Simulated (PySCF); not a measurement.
Structure elucidation problem

Molecular formula: C6H11FO2Si. Simulated spectra:

1H NMR (600 MHz, computed): δ 7.40 (m, 1H), 6.63 (m, 1H), 5.86 (m, 1H), 4.67 (m, 1H), 4.62 (m, 1H), 1.51 (d, 3H), 1.44 (d, 3H).

13C{1H} NMR (computed): δ 228.2 (C), 139.1 (CH), 133.7 (CH2), 72.0 (CH), 28.4 (CH3), 27.9 (CH3).

PySCF 2.14 calculation with coordinates at the GFN2-xTB level and PBE0/pcSseg-1 with gauge-including orbitals; averaged over atoms made equivalent by symmetry, fast rotation or ring inversion, no relativistic terms, gas phase, a single conformation.

Scale: 1H (σref 31.72) and 13C (σref 186.93) vs TMS (reference shieldings calculated alike).

Question: Which of these isomers gave the spectra?
A. CC/C(=C/[SiH2]CF)C(=O)O
B. C=CC(=O)[Si@@H](F)OC(C)C
C. C=C[C@@]1(C)O[SiH2]OC[C@@H]1F
D. CC(=O)O[Si@@H](F)C1CCC1

Answer: B. 

- The formula gives 2 degrees of unsaturation (no ring in the answer).
- 6 carbon signals for 6 carbons: no two carbons are equivalent.
- Carbon types of the structure: 1 × C, 2 × CH, 1 × CH2, 2 × CH3, leaving 1 H on heteroatoms.
- δC 228.2: carbonyl carbon.
- δC 139.1: α carbon of a C=C–C=O unit; as expected for a trigonal carbon in a double bond.
- δC 133.7: β carbon of a C=C–C=O unit; conjugation with the carbonyl draws π density from the β position.
- δC 72.0: sp3 CH bonded to O; pulled downfield by the heteroatom.
- δH 4.62: hydrogen on an sp3 CH bonded to O; its carbon carries O, hence the downfield position.

The others: C=C[C@@]1(C)O[SiH2]OC[C@@H]1F would give 9 signals for carbon-bound and other non-exchanging H, not 7; CC/C(=C/[SiH2]CF)C(=O)O would give 5 signals for carbon-bound and other non-exchanging H, not 7; CC(=O)O[Si@@H](F)C1CCC1 would give 9 signals for carbon-bound and other non-exchanging H, not 7.

Splittings by 19F in the carbon and heteronuclear signals aren't shown, as no couplings were computed. Shifts are as computed. Against solution values, carbons near 30 ppm lie about +3 ppm off and those near 130 ppm about +5 ppm. Of 1309 compounds with measured shifts, 239 miss one by over three times the rms of a fit or turn the order of signals round; such compounds aren't used in these exercises. No couplings were computed; multiplicities are counted from neighbouring protons, with m where these are inequivalent, close in shift, in a saturated or five-membered ring or joined by F or P, and br s for small geminal =CH2 splittings.
